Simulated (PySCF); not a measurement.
PySCF input file for C3H7ClSi, SMILES C(=C/C[SiH3])/Cl, KT2/pcSseg-1. Geometry optimised at B3LYP-D3(BJ)/def2-SVP. The structure was generated by enumeration; whether it is a known compound was not checked. One conformer was computed; it need not be the lowest.

```python
import numpy as np
from pyscf import gto, scf, dft
from pyscf.prop.nmr import rks as nmr

mol = gto.M(
    atom='''
    Si   -1.98502318   -0.08359621   -0.82336832
    C    -0.33211614   -1.02778452   -0.76302142
    C     0.20213049   -1.10858944    0.63047549
    C     1.03334845   -0.23816179    1.21325515
    Cl    1.67883219    1.16032767    0.39142470
    H    -2.49980414   -0.04760934   -2.22465274
    H    -1.79016765    1.30763286   -0.32991397
    H    -2.99085110   -0.76955889    0.04003917
    H    -0.49627417   -2.03449268   -1.18052933
    H     0.37473649   -0.49889260   -1.42225627
    H    -0.14480249   -1.93432347    1.26169106
    H     1.37716365   -0.33076481    2.24430309
    ''',
    basis='pcSseg-1',
    charge=0,
    spin=0,
    max_memory=1600,
    verbose=3,
)
mf = dft.RKS(mol, xc='kt2')
mf.grids.level = 3
mf.conv_tol = 1e-10
mf.max_cycle = 100
mf.kernel()
n = nmr.NMR(mf)
n.verbose = 2
n.max_cycle_cphf = 60
sigma = n.kernel()
print('atom   isotropic/ppm   span/ppm')
for i, s in enumerate(sigma):
    w = np.linalg.eigvalsh((s + s.T) / 2)
    print(f'{mol.atom_symbol(i):2s}{i + 1:3d} {w.mean():14.3f} {w[2] - w[0]:11.3f}')
```

Program output:

```
converged SCF energy = -876.169685829146
atom   isotropic/ppm   span/ppm
Si  1        435.137      67.202
C   2        170.515      34.931
C   3         57.011     194.537
C   4         59.668     136.794
Cl  5        743.026     403.813
H   6         27.161       8.687
H   7         27.320       7.955
H   8         27.454       7.978
H   9         29.587      11.212
H  10         28.757       8.337
H  11         25.431       3.980
H  12         25.303       7.970
```

The run converged.
